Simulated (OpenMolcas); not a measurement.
Pd2+: moving the ligands

Pd2+ with its 6 nearest fluoride ions at 2.163 Å, on the Cd site of idealised cubic KCdF3 (a = 4.302 Å, distance in the model lattice 2.151 Å). The rest of the host is ab initio model potentials to 7.6 Å, with orthogonalisation functions on the cations behind the ligands, and point charges beyond; the distance is set by hand and nothing relaxes. Ligand basis ANO-RCC-VDZP.

```
Program             : OpenMolcas 26.06
Method              : SS-CASPT2, IPEA 0.25 Eh, imaginary shift 0.1 Eh (closed shells correlated: 4s 4p and the ligand valence shells)
Basis               : ANO-RCC-VTZP [7s6p4d2f1g]
Scalar Hamiltonian  : DKH2, point nucleus
Active space        : 8 electrons in 5 orbitals (4d)
State averaging     : 2S+1 = 3 even, 10 roots; 2S+1 = 1 even, 15 roots
Spin-orbit coupling : RASSI with atomic mean-field integrals over the reference wave functions
```

Runs around this geometry, states (labels of O, the rotations of Oh). Energies in cm-1 above the lowest state or level, χT in cm3 K/mol.

```
R (Å)  Ground state  First state of that spin  First gap with spin-orbit (degeneracies)  χT at 300 K  First state of another spin
2.151           3A2                 3T2 14220                               8970 (3, 2)        1.388                      1E 9390
2.163           3A2                 3T2 13840                               8930 (3, 2)        1.400                      1E 9390
 2.17           3A2                 3T2 13550                               8910 (3, 2)        1.408                      1E 9390
```

Taking the first state of the same spin as R^-n, n = -ln(13550 / 14220) / ln(2.17 / 2.151) = 5.5 between the shortest and longest distance.

Roots that are degenerate in the reference are averaged as groups; the widest CASPT2 spread within a group is 380 cm-1 (the 3-fold group of multiplicity 3 near 30000 cm-1 above the lowest state of its run, R = 2.163). Shifts and gaps below about the spread of the groups concerned are not significant. Over all roots computed the reference weight is 0.71 to 0.72 in R = 2.151, 0.71 to 0.72 in R = 2.163, 0.71 to 0.72 in R = 2.17; a low but even weight reflects the number of correlated electrons. Real 4d8 and 5d8 ions are as a rule square planar and diamagnetic. Ligand-to-metal charge-transfer states are missing. With no ligand orbital active B as a rule stays too high, so bands that hang on it stand too high and its fall with covalency is understated. With one d shell and no ligand orbital active, 10Dq can be off by a tenth or more. Free-ion shares, where given, are those of the reference states; single-state CASPT2 does not remix them (holds for R = 2.163; R = 2.17). No measured value stands beside these numbers; the geometry was set by hand and not optimised.
